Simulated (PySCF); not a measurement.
Si(H)2(Br)(vinyl) (C₂H₅BrSi), SMILES C=C[SiH2]Br.

The structure is a stationary point at B3LYP-D3(BJ)/def2-SVP. The values are those of a single conformer.

Two levels are set side by side: TDA-PBE/def2-SVPD (PySCF) and TDA-PBE0/def2-SVPD (PySCF). Vertical, same geometry. The lowest singlet is HOMO−1→LUMO 54 %, HOMO→LUMO 46 % with PBE and HOMO→LUMO 60 %, HOMO−1→LUMO 20 %, HOMO−2→LUMO 16 % with the other functional; states are paired by order. Differences are taken from unrounded values.

```json
[
 {"quantity": "lowest singlet excitation (eV)", "TDA-PBE0": "5.88"},
 {"quantity": "lowest triplet excitation (TDA) (eV)", "TDA-PBE0": "4.11"},
 {"quantity": "first bright state (f over 0.05) (eV)", "TDA-PBE0": "6.87"},
 {"quantity": "its oscillator strength", "TDA-PBE0": "0.13"}
]
```

Problem. What does TDA-PBE give, and how far is it from TDA-PBE0? (Estimate from the structure and the level; the computed values follow.)

Solution. 
```json
[
 {"quantity": "lowest singlet excitation (eV)", "TDA-PBE": "4.97", "TDA-PBE minus TDA-PBE0": "-0.92"},
 {"quantity": "lowest triplet excitation (TDA) (eV)", "TDA-PBE": "4.22", "TDA-PBE minus TDA-PBE0": "0.11"},
 {"quantity": "first bright state (f over 0.05) (eV)", "TDA-PBE": "6.28", "TDA-PBE minus TDA-PBE0": "-0.60"},
 {"quantity": "its oscillator strength", "TDA-PBE": "0.09", "TDA-PBE minus TDA-PBE0": "-0.05"}
]
```

A lower first singlet is the usual sign of a functional without exact exchange. Differences between two approximate levels are no errors against the true value.

Rough cost on one machine, each run with all the roots and properties that it gave: TDA-PBE0 against TDA-PBE about 2 times.
